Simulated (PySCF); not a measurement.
Isomers of C4H10OSi2, one GFN2-xTB conformer each. Single-point energies are computed at PBE0/pcSseg-1 (PySCF, gas phase, no added dispersion term), electronic only.

Question: Rank them by PBE0/pcSseg-1 energy, lowest first (kJ/mol).
A. `[O:1]=[CH:2][CH2:3]/[CH:4]=[CH:5]\[SiH2:6][SiH3:7]` with O1–C2–C3–C4 116°, C2–C3–C4–C5 92°, C4–C5–Si6–Si7 85°
B. `[CH:1]#[C:2][Si@@H:3]([CH3:4])[O:5][SiH2:6][CH3:7]` with C2–Si3–O5–Si6 9°, Si3–O5–Si6–C7 -8°
C. `[CH3:1][C:2]#[C:3][SiH2:4][O:5][SiH2:6][CH3:7]` with C3–Si4–O5–Si6 -7°, Si4–O5–Si6–C7 -5°
D. `[CH2:1]=[CH:2][O:3]/[C:4]([SiH3:5])=[CH:6]\[SiH3:7]` with C1–C2–O3–C4 -178°, C2–O3–C4–Si5 11°
E. `[CH:1]#[C:2][CH2:3][SiH2:4][SiH2:5][O:6][CH3:7]` with C2–C3–Si4–Si5 -57°, C3–Si4–Si5–O6 -64°, Si4–Si5–O6–C7 -179°

Answer: B (0.0), C (15.4), A (225.3), E (250.5), D (302.4).

As drawn, the lowest has a C≡C bond and an Si–O bond, which the highest lacks; the highest has a C=C bond outside aromatic rings, which the lowest lacks. GFN2-xTB itself gives, in the same order: 60.2, 0.0, 309.8, 226.2, 282.1. GFN2-xTB puts CC#C[SiH2]O[SiH2]C lowest instead; measured from each level's own lowest isomer, the values differ by up to 84.5 kJ/mol (O=CC/C=C\[SiH2][SiH3]: 309.8 against 225.3).

Q: Which frontier levels, dipoles and rotational constants go with these structures?

A: 
| SMILES | HOMO (eV, PBE0/pcSseg-1) | LUMO (eV) | dipole (D) | A, B, C (MHz) |
| --- | --- | --- | --- | --- |
| C#C[Si@@H](C)O[SiH2]C | -8.07 | -0.09 | 1.04 | 2200, 1207, 856.2 |
| CC#C[SiH2]O[SiH2]C | -7.73 | -0.10 | 2.43 | 2405, 942.9, 696.6 |
| O=CC/C=C\[SiH2][SiH3] | -7.33 | -1.31 | 2.42 | 3598, 693.9, 675.4 |
| C#CC[SiH2][SiH2]OC | -7.38 | -0.17 | 1.32 | 2512, 954.3, 834.5 |
| C=CO/C([SiH3])=C\[SiH3] | -6.59 | -0.77 | 1.73 | 1849, 1299, 777.3 |
